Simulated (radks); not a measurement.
The numbers below are computed, except where a source is named.
Charge is removed step by step from the 4s1/2 level of the silver ion Ag2+, starting from [Kr] 4d9. Level of theory: Dirac Kohn-Sham, BLYP, spin-unpolarised, spherical densities, finite nucleus; open shells fill j = l - 1/2 first; Fermi nuclear charge, rms radius 4.5454 fm (a radial shooting solver on a logarithmic mesh with Libxc functionals).

\begin{tabular}{lrrr}
removed (e) & E - E(0) (eV) & eigenvalue (eV) & E minus straight line (eV) \\ \hline
0 & 0.000 & -117.40 & 0.000 \\
0.1 & 11.827 & -119.13 & -0.802 \\
0.2 & 23.827 & -120.88 & -1.431 \\
0.3 & 36.003 & -122.64 & -1.884 \\
0.4 & 48.356 & -124.42 & -2.159 \\
0.5 & 60.888 & -126.22 & -2.256 \\
0.6 & 73.601 & -128.03 & -2.172 \\
0.7 & 86.496 & -129.86 & -1.906 \\
0.8 & 99.574 & -131.71 & -1.457 \\
0.9 & 112.84 & -133.57 & -0.822 \\
1 & 126.29 & -135.44 & 0.000 \\
\end{tabular}

Removing the whole electron costs 126.29 eV by Delta-SCF, against 117.40 eV from minus the eigenvalue at the starting occupation. Slater's transition state (half an electron removed) gives 126.22 eV. Integrating minus the eigenvalue over the occupation (Janak's theorem) gives 126.29 eV. The mean slope of the eigenvalue, de/dn, is 18.0 eV per electron.
